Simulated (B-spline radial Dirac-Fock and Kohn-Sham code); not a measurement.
# Photoemission from As³⁺ at 1000 eV, detector at θ = 54.7°, φ = 180°

System: As³⁺, [Ar] 3d10 4s2. Level of theory: Dirac-Hartree-Slater photoionisation with a Latter tail; cross sections with all multipoles, angular parameters from the dipole term and its interference with E2; an atomic code on a B-spline grid. Thresholds are orbital energies of the model. For linearly polarised light dσ/dΩ = σ/(4π) [1 + β P₂(cos θ) + (δ + γ cos²θ) sin θ cos φ], with θ from the polarisation vector and φ the angle between the beam and the projection of the electron momentum on the plane normal to the polarisation. The dipole factor is 1 + βP₂ and the non-dipole term is the rest of the bracket. Open shells are filled statistically over j.

The run's input, task.json:

```json
{"items": [{
  "Z": 33,
  "q": 3,
  "cfg": [[1, 0, 2], [2, 0, 2], [2, 1, 6], [3, 0, 2], [3, 1, 6], [3, 2, 10], [4, 0, 2]],
  "A": 75,
  "rrms": 4.0968,
  "do": "xps",
  "hv": [58.2, 60, 80.0, 82.3, 85.4, 93.2, 200, 238.0, 277.0, 309.0, 315.0, 340.0, 357.0, 400.0, 423.0, 446.0, 600, 920.0, 960.0, 1000, 1030.0, 1150.0, 1253.6, 1486.9, 1500.0, 1590.0, 1760.0, 1860.0, 2984.4, 15000]
}]}
```

Launch: `python xray2_run.py task.json out`

```
subshell  threshold (eV)  σ (kb)     β      γ      δ  dipole factor  non-dipole term  dσ/dΩ (kb/sr)
      3s           238.1    35.8  2.00   0.00  0.000          1.002           +0.001           2.86
   3p1/2           185.0    43.7  1.61   0.04  0.004          1.001           -0.014           3.43
   3p3/2           179.7    85.3  1.63   0.04  0.005          1.001           -0.016           6.70
   3d3/2           87.11    37.3  1.18   0.37  0.061          1.001           -0.150           2.53
   3d5/2           86.30    54.5  1.17   0.37  0.061          1.001           -0.150           3.69
      4s           49.38    4.58  2.00  -0.04  0.000          1.002           +0.011          0.369
```

Values without a named source are computed, but for edge energies of neutral atoms, which are taken from tables.
